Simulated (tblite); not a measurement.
C5H7O2S (charge -1).
Z-matrix (Å and degrees, GFN2-xTB geometry), rows numbered from 1:
```
C 
C   1  1.3251
C   2  1.4946  1  122.34
O   3  1.2559  2  119.83  1    -8.15
C   3  1.3829  2  115.56  1   170.44
S   5  1.7431  3  124.02  2     1.47
C   6  1.8937  5   99.22  3   -88.54
O   6  1.4870  5  106.75  3   164.62
H   1  1.0817  2  123.42  3   179.84
H   1  1.0786  2  119.48  3    -0.02
H   2  1.0833  1  121.09  3   179.93
H   5  1.0783  3  121.49  2   179.67
H   7  1.0841  6  108.14  5   -55.86
H   7  1.0843  6  107.36  5    63.70
H   7  1.0861  6  108.86  5  -176.03
```

Calculated harmonic vibrations of the isolated species, GFN2-xTB (tblite), most abundant isotopes, no scaling. Against measured fundamentals such values can be off by several per cent, at times by over 20. One conformer, not necessarily the lowest.

Harmonic wavenumbers (cm⁻¹): 40.7, 92.2, 108.2, 130.2, 157.1, 251.3, 271.6, 306.0, 346.9, 420.8, 431.2, 583.9, 599.9, 617.5, 727.2, 776.5, 836.3, 847.6, 865.0, 900.3, 1013.4, 1037.6, 1069.2, 1169.8, 1246.1, 1276.7, 1330.5, 1395.0, 1456.7, 1462.0, 1604.5, 1664.1, 3025.7, 3026.2, 3042.6, 3050.6, 3060.6, 3081.4, 3097.6.

A = 3290, B = 1019, C = 899.1 MHz; mass 131.017 u (most abundant isotopes); point group C1, symmetry number 1.

Zero-point energy?

Half the sum of the wavenumbers: 23210 cm⁻¹ = 277.66 kJ/mol.

Give the ideal-gas entropy at 400 K and 1 bar in the rigid-rotor, harmonic-oscillator model (classical rotation).

Translation 175.77, rotation 125.24, vibration 157.18: S = 458.2 J/(mol K).

And Cp and H(400 K) − H(0)?

Cp = 182.46 J/(mol K), of which vibrations give 149.20 (their classical limit is 39 R = 324.3); H(400 K) − H(0) = 45.35 kJ/mol without the zero-point energy, 32.05 from vibrations.

What must be added to the electronic energy to get the Gibbs energy at 400 K and 1 bar?

ZPE + [H(400 K) − H(0)] − T·S = 277.66 + 45.35 − 183.28 = 139.73 kJ/mol.

Blend soft modes into free rotors: weight 1/[1 + (100 cm⁻¹/ν̃)⁴] for the oscillator and the rest for a rotor with moment μB/(μ + B), μ = h/(8π²ν), B = 10⁻⁴⁴ kg m². What vibrational entropy results?

145.31 J/(mol K) in place of 157.18, which changes −T·S at 400 K by +4.75 kJ/mol.

Hindered rotation and anharmonicity are outside this model. Other conformers, if any are populated, would add a mixing term that is left out. The structure is chiral; the term R ln 2 for an equal mix with its mirror image is left out.
